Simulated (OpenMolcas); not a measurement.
# A ladder of methods for SnSiH4ClF (SMILES [F][SnH]([SiH3])[Cl])

The species is SnSiH4ClF (8 atoms), meant as a singlet with charge 0. SMILES: `[F][SnH]([SiH3])[Cl]`. Geometry: relaxed at PBE0-D4/def2-TZVP.

```xyz
8

F    -2.1644    1.2073    0.0650
Sn   -0.4911    0.7439   -0.7604
Si    0.7724   -0.7107    0.9286
Cl   -1.1037   -0.5888   -2.5662
H     0.0810    2.2122   -1.4060
H     1.0775    0.1078    2.1275
H     2.0254   -1.1749    0.2849
H    -0.1049   -1.8540    1.2709
```

Each level gives the HOMO–LUMO gap (eV). The values are calculated.

```
                           level           kind     program  value (eV)  CPU time
    HF/def2-SVP (core potential)   Hartree–Fock  OpenMolcas       13.30      15 s
 SVWN5/def2-SVP (core potential)            LDA  OpenMolcas        5.00      35 s
  BLYP/def2-SVP (core potential)            GGA  OpenMolcas        5.07      47 s
 M06-L/def2-SVP (core potential)       meta-GGA  OpenMolcas        5.85      60 s
  TPSS/def2-SVP (core potential)       meta-GGA  OpenMolcas        5.46      62 s
r2SCAN/def2-SVP (core potential)       meta-GGA  OpenMolcas        5.73      62 s
 BHLYP/def2-SVP (core potential)  global hybrid  OpenMolcas        9.35      40 s
  PBE0/def2-SVP (core potential)  global hybrid  OpenMolcas        7.32      43 s
```

The values span 5.00 to 13.30 eV. Orbital gaps aren't excitation energies; they tend to grow with the share of exact exchange. CPU times are rough (shared hosts, several kinds of processor): they show what a rung costs within a factor of a few.
